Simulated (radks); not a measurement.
The nuclear charge of the silicon ion Si2+ is varied continuously with 12 electrons held in [Ne] 3s2. All-electron calculation, Dirac Kohn-Sham, PBE, spin-unpolarised, spherical densities, point nucleus. Program: a radial shooting solver on a logarithmic mesh with Libxc functionals. By the Hellmann-Feynman theorem dE/dZ = E(electron-nucleus)/Z, the electronic potential at the nucleus.

| Z | E (hartree) | E(electron-nucleus)/Z (hartree) | HOMO | e(HOMO) (eV) | <r> HOMO (bohr) |
|---|---|---|---|---|---|
| 13.5 | -265.18247 | -46.4921 | 3s1/2 | -21.243 | 2.139 |
| 13.6 | -269.85314 | -46.9214 | 3s1/2 | -22.633 | 2.098 |
| 13.7 | -274.56674 | -47.3506 | 3s1/2 | -24.058 | 2.059 |
| 13.8 | -279.32326 | -47.7798 | 3s1/2 | -25.517 | 2.022 |
| 13.9 | -284.12270 | -48.2089 | 3s1/2 | -27.009 | 1.986 |
| 14 | -288.96505 | -48.6381 | 3s1/2 | -28.535 | 1.951 |
| 14.1 | -293.85031 | -49.0672 | 3s1/2 | -30.095 | 1.918 |
| 14.2 | -298.77848 | -49.4963 | 3s1/2 | -31.687 | 1.887 |
| 14.3 | -303.74957 | -49.9254 | 3s1/2 | -33.313 | 1.856 |
| 14.4 | -308.76356 | -50.3545 | 3s1/2 | -34.972 | 1.827 |
| 14.5 | -313.82046 | -50.7836 | 3s1/2 | -36.663 | 1.798 |
| 14.6 | -318.92028 | -51.2127 | 3s1/2 | -38.388 | 1.771 |
| 14.7 | -324.06300 | -51.6418 | 3s1/2 | -40.145 | 1.744 |
| 14.8 | -329.24864 | -52.0710 | 3s1/2 | -41.935 | 1.719 |
| 14.9 | -334.47720 | -52.5001 | 3s1/2 | -43.757 | 1.694 |
| 15 | -339.74867 | -52.9293 | 3s1/2 | -45.611 | 1.670 |

The central difference of E at Z = 14 is -48.638 hartree, to compare with the third column; the second derivative is -4.29 hartree.
